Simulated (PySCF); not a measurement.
Species: BMe2(NCO), C3H6BNO.
Cartesian coordinates in Å at the PBE0-D3(BJ)/def2-SVP level; atoms count from 1:
```xyz
12
C3H6BNO angstrom
B      0.0108    0.0363    0.0084
C      1.5812   -0.0123   -0.0449
H      1.9508    0.1593    0.9832
H      2.0011    0.8042   -0.6533
H      1.9880   -0.9750   -0.3845
C     -0.7751    1.3959    0.0323
H     -0.8187    1.7670   -1.0092
H     -0.2431    2.1727    0.6035
H     -1.8103    1.3140    0.3919
N     -0.7190   -1.1906    0.0346
C     -1.2570   -2.2576    0.0406
O     -1.7932   -3.2968    0.0482
```

Method used: PySCF, TDDFT B3LYP/def2-SVPD, vertical, gas phase, core orbitals frozen in the response.

Kohn–Sham orbitals with the atoms that hold most of them (Löwdin shares over 4%, at most four atoms; ? is withheld):

```csv
orbital,ε (eV),atoms
LUMO+2,0.82,"C11 40%, O12 18%, C6 6%, C2 6%"
LUMO+1,-0.14,"B1 40%, C11 16%, C2 7%, C6 7%"
LUMO,?,?
HOMO,-7.86,"N10 31%, O12 22%, C11 12%, B1 11%"
HOMO-1,-8.96,?
HOMO-2,-9.67,"C6 20%, C2 19%, B1 14%, N10 12%"
HOMO-3,-10.32,"C6 25%, C2 22%, B1 15%, H8 7%"
```

Q: Give the leading atoms of the HOMO-1.

A: N10 (bonded to B and C) 41%; O12 (bonded to C) 32%; C11 (bonded to N and O) 14%; B1 (bonded to 2 C and N) 6%.

Q: Give the leading atoms of the LUMO.

A: B1 (bonded to 2 C and N) 33%; N10 (bonded to B and C) 15%; C11 (bonded to N and O) 14%; O12 (bonded to C) 12%.

Q: What is the LUMO energy, and the HOMO–LUMO gap?

A: ε(LUMO) = -1.34 eV; the gap is 6.52 eV (0.2396 hartree).

Q: How does S1 compare with the orbital gap of 6.52 eV?

A: S1 is at 5.08 eV (f = 0.0000), 1.44 eV below the gap, made of HOMO→LUMO (99%). 

Q: Give energy, strength and leading configuration of S1 and S4, and follow the Löwdin shares of the leading atoms from the occupied to the empty orbital.

A: 
- S1 (5.08 eV, f 0.0000), HOMO→LUMO (99%): N10 31% → 15%, O12 22% → 12%, B1 11% → 33%
- S4 (6.97 eV, f 0.0036), HOMO-2→LUMO (96%): C6 20% → at most 13%, C2 19% → at most 13%, B1 14% → 33%, N10 12% → 15%

Löwdin shares depend on the basis, the more so with diffuse functions.
